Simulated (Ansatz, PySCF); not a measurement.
Process, species as SMILES: C (CH4) -> [CH3] (CH3) + H atom (the C-H bond at the site shown breaks; other sites are not compared here)
Each molecule is optimised on its own at B3LYP-D3(BJ)/def2-TZVP (Ansatz, a first-principles code).
Geometry of the first species:
SMILES: C
```xyz
5

C      0.0000     0.0000     0.0000
H      0.6205     0.6269     0.6390
H     -0.6429    -0.6249     0.6185
H      0.6369    -0.6328    -0.6166
H     -0.6146     0.6308    -0.6409
```

Property: bond dissociation energy (electronic energy difference), in kcal/mol. Correlated levels leave the core frozen unless marked. UHF or UKS for open shells. Spin-orbit coupling is left out. Non-relativistic. CBS(X,Y): correlation extrapolated as X^-3; Hartree-Fock from the larger set.

```tsv
level	program	bond dissociation energy (kcal/mol)
M06-L-D4/def2-TZVPD	PySCF + dftd4	111.3
MP2/cc-pVTZ	Ansatz	110.5
```

Estimate the value at CCSD(T)/CBS(def2-TZVPPD,def2-QZVPPD) as computed with Ansatz.

112.5 kcal/mol
